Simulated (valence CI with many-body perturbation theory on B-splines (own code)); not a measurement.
E1 line list for Hg74+

Method: valence CI with perturbative core correlation (CI+MBPT): four valence electrons over a frozen Dirac-Fock core [He], a basis of 11 s, 11 p, 9 d, 7 f, 5 g, 2 h, 1 i functions for each j, with the one-electron correlation potential Σ1, the two-electron term Σ2, the three-electron term Σ3, Breit, model QED; selected CI, second order for the rest (own B-spline code, finite nucleus).

No measured spectrum was set against this ion. As an estimate, large intervals hold to a few tenths of a per cent, small ones and those within an open d or f shell to about a per cent. Among the levels kept, up to 300 cm⁻¹ of a level comes from second order outside the variational space, and about a tenth of that is noise between levels of different J, which matters for small intervals.

Lines 1 to 50 of 248 in falling wavelength, among levels below 15931 eV, chosen from the strongest by gf and those to the six lowest levels. Wavelengths and rates use the calculated energies. Electric multipoles are in the length gauge, E1 and E2 with the static RPA response of the core. Weak lines are less certain than strong ones. Lines between different terms over intervals too small for the method are left out, as are lines whose strength nearly cancels. The highest levels of a list are the least certain.

Levels are named by their leading jj configuration (3d3/2^4 stands for four electrons in 3d with j = 3/2), which in mixed levels can hold well under half, so a name can repeat and another be missing. Letters in brackets count levels of one name in rising energy.

| λ vac (nm) | Upper | Lower | A (s⁻¹) | log gf | Branch % |
| --- | --- | --- | --- | --- | --- |
| 5.301 | (2s 2p1/2 2p3/2 3d5/2) J=5 | (2s 2p1/2 2p3/2 3p3/2) J=4 | 9.82e+10 | -0.34 | 34.3 |
| 5.266 | (2s 2p1/2^2 3d5/2) J=3 | (2s 2p1/2^2 3p3/2) J=2 | 1.01e+11 | -0.53 | 0.0 |
| 5.222 | (2s 2p1/2 2p3/2 3d5/2) J=4 [a] | (2s 2p1/2 2p3/2 3p3/2) J=3 [a] | 9.53e+10 | -0.46 | 0.2 |
| 5.220 | (2s 2p1/2 2p3/2 3d5/2) J=4 [b] | (2s 2p1/2 2p3/2 3p3/2) J=3 [b] | 8.13e+10 | -0.52 | 0.0 |
| 5.215 | (2s^2 2p3/2 3d5/2) J=3 | (2s^2 2p3/2 3p3/2) J=2 | 6.28e+10 | -0.75 | 0.0 |
| 5.199 | (2s^2 2p3/2 3d5/2) J=4 | (2s^2 2p3/2 3p3/2) J=3 | 6.57e+10 | -0.62 | 6.0 |
| 5.054 | (2s^2 2p1/2 3d5/2) J=3 | (2s^2 2p1/2 3p3/2) J=2 | 1.05e+11 | -0.55 | 0.0 |
| 4.981 | (2s 2p1/2^2 3d5/2) J=2 | (2s 2p1/2^2 3p3/2) J=1 | 1.05e+11 | -0.71 | 0.0 |
| 4.675 | (2s 2p1/2 2p3/2^2) J=2 [a] | (2s^2 2p3/2^2) J=2 | 3.13e+09 | -2.29 | 0.0 |
| 4.536 | (2s 2p1/2 2p3/2 3p3/2) J=4 | (2s^2 2p3/2 3p3/2) J=3 | 6.24e+10 | -0.76 | 0.9 |
| 3.985 | (2s 2p1/2 2p3/2^2) J=3 | (2s^2 2p3/2^2) J=2 | 1.86e+10 | -1.51 | 0.3 |
| 3.796 | (2s 2p1/2^2 2p3/2) J=2 | (2s^2 2p1/2 2p3/2) J=2 | 1.80e+10 | -1.71 | 43.7 |
| 3.597 | (2s 2p1/2^2 2p3/2) J=2 | (2s^2 2p1/2 2p3/2) J=1 | 2.31e+10 | -1.65 | 56.1 |
| 3.028 | (2s 2p1/2 2p3/2^2) J=1 [a] | (2s^2 2p3/2^2) J=2 | 3.76e+10 | -1.81 | 0.1 |
| 2.969 | (2s 2p1/2 2p3/2^2) J=2 [b] | (2s^2 2p3/2^2) J=2 | 3.04e+10 | -1.70 | 0.1 |
| 2.921 | (2s 2p1/2^2 2p3/2) J=1 | (2s^2 2p1/2 2p3/2) J=2 | 6.79e+10 | -1.58 | 0.2 |
| 2.802 | (2s 2p1/2^2 2p3/2) J=1 | (2s^2 2p1/2 2p3/2) J=1 | 1.50e+10 | -2.27 | 0.1 |
| 1.872 | (2s 2p1/2 2p3/2 3d3/2) J=3 [b] | (2s 2p1/2 2p3/2 3p1/2) J=2 [b] | 8.51e+11 | -0.50 | 0.0 |
| 1.864 | (2s 2p1/2 2p3/2 3d3/2) J=2 [d] | (2s 2p1/2 2p3/2 3p1/2) J=1 [c] | 1.14e+12 | -0.53 | 0.0 |
| 1.852 | (2s^2 2p1/2 3d3/2) J=1 | (2s^2 2p1/2 3p1/2) J=0 | 1.16e+12 | -0.75 | 0.0 |
| 1.848 | (2s 2p1/2 2p3/2 3d3/2) J=2 [b] | (2s 2p1/2 2p3/2 3p1/2) J=2 [b] | 1.25e+12 | -0.50 | 0.0 |
| 1.822 | (2s^2 2p3/2 3d5/2) J=4 | (2s 2p1/2 2p3/2 3s) J=3 | 3.89e+11 | -0.76 | 35.6 |
| 1.820 | (2s 2p1/2 2p3/2 3d3/2) J=1 [b] | (2s 2p1/2 2p3/2 3p1/2) J=2 [b] | 1.69e+12 | -0.60 | 0.1 |
| 1.808 | (2s^2 2p3/2 3d3/2) J=2 | (2s^2 2p3/2 3p1/2) J=2 | 9.10e+11 | -0.65 | 0.0 |
| 1.806 | (2s 2p1/2 2p3/2 3d3/2) J=2 [a] | (2s 2p1/2 2p3/2 3p1/2) J=2 [a] | 9.27e+11 | -0.64 | 0.1 |
| 1.805 | (2s^2 2p3/2 3d3/2) J=2 | (2s^2 2p3/2 3p1/2) J=1 | 9.44e+11 | -0.64 | 0.0 |
| 1.799 | (2s 2p1/2^2 3d3/2) J=1 | (2s 2p1/2^2 3p1/2) J=0 | 1.29e+12 | -0.73 | 0.4 |
| 1.794 | (2s 2p1/2 2p3/2 3p3/2) J=1 [a] | (2s 2p1/2 2p3/2 3s) J=1 [a] | 2.23e+12 | -0.49 | 0.5 |
| 1.792 | (2s 2p1/2^2 3p3/2) J=1 | (2s 2p1/2^2 3s) J=0 | 1.90e+12 | -0.56 | 0.3 |
| 1.789 | (2s 2p1/2 2p3/2 3d3/2) J=2 [c] | (2s 2p1/2 2p3/2 3p1/2) J=1 [b] | 1.35e+12 | -0.49 | 0.5 |
| 1.785 | (2s^2 2p3/2 3d3/2) J=3 | (2s^2 2p3/2 3p1/2) J=2 | 1.93e+12 | -0.19 | 0.1 |
| 1.782 | (2s 2p1/2 2p3/2 3d3/2) J=3 [c] | (2s 2p1/2 2p3/2 3p1/2) J=2 [c] | 1.94e+12 | -0.19 | 1.1 |
| 1.780 | (2s 2p1/2^2 3d3/2) J=2 | (2s 2p1/2^2 3p1/2) J=1 | 1.92e+12 | -0.34 | 0.5 |
| 1.778 | (2s 2p1/2 2p3/2 3d3/2) J=3 [a] | (2s 2p1/2 2p3/2 3p1/2) J=2 [a] | 1.76e+12 | -0.23 | 0.3 |
| 1.777 | (2s 2p1/2 2p3/2 3d3/2) J=2 [a] | (2s 2p1/2 2p3/2 3p1/2) J=1 [a] | 9.74e+11 | -0.64 | 0.1 |
| 1.777 | (2s^2 2p1/2 3d3/2) J=2 | (2s^2 2p1/2 3p1/2) J=1 | 1.94e+12 | -0.34 | 0.5 |
| 1.773 | (2s 2p1/2 2p3/2 3p3/2) J=2 [b] | (2s 2p1/2 2p3/2 3s) J=2 [b] | 1.95e+12 | -0.34 | 0.4 |
| 1.773 | (2s 2p1/2 2p3/2 3d3/2) J=4 | (2s 2p1/2 2p3/2 3p1/2) J=3 | 1.92e+12 | -0.09 | 3.3 |
| 1.772 | (2s^2 2p3/2 3p3/2) J=1 | (2s^2 2p3/2 3s) J=1 | 2.42e+12 | -0.47 | 13.5 |
| 1.770 | (2s^2 2p3/2 3d3/2) J=1 | (2s^2 2p3/2 3p1/2) J=1 | 1.62e+12 | -0.64 | 0.1 |
| 1.767 | (2s 2p1/2 2p3/2 3d3/2) J=1 [a] | (2s 2p1/2 2p3/2 3p1/2) J=1 [a] | 1.67e+12 | -0.63 | 0.3 |
| 1.765 | (2s 2p1/2 2p3/2 3p3/2) J=2 [c] | (2s 2p1/2 2p3/2 3s) J=1 [c] | 2.55e+12 | -0.22 | 0.6 |
| 1.765 | (2s 2p1/2 2p3/2 3p3/2) J=3 [c] | (2s 2p1/2 2p3/2 3s) J=2 [c] | 2.58e+12 | -0.07 | 0.8 |
| 1.764 | (2s 2p1/2 2p3/2 3d3/2) J=1 [c] | (2s 2p1/2 2p3/2 3p1/2) J=0 | 1.29e+12 | -0.74 | 0.2 |
| 1.750 | (2s 2p1/2 2p3/2 3d3/2) J=3 [b] | (2s 2p1/2 2p3/2 3p1/2) J=3 | 1.00e+12 | -0.49 | 0.0 |
| 1.749 | (2s^2 2p3/2 3p3/2) J=3 | (2s^2 2p3/2 3s) J=2 | 3.09e+12 | 0.00 | 20.0 |
| 1.745 | (2s 2p1/2 2p3/2 3p3/2) J=3 [a] | (2s 2p1/2 2p3/2 3s) J=2 [a] | 3.05e+12 | -0.01 | 4.6 |
| 1.740 | (2s 2p1/2 2p3/2 3p3/2) J=2 [a] | (2s 2p1/2 2p3/2 3s) J=1 [a] | 8.71e+11 | -0.70 | 0.1 |
| 1.738 | (2s 2p1/2 2p3/2 3p3/2) J=3 [b] | (2s 2p1/2 2p3/2 3s) J=2 [b] | 1.09e+12 | -0.46 | 0.2 |
| 1.734 | (2s 2p1/2 2p3/2 3p3/2) J=4 | (2s 2p1/2 2p3/2 3s) J=3 | 2.63e+12 | 0.03 | 38.1 |
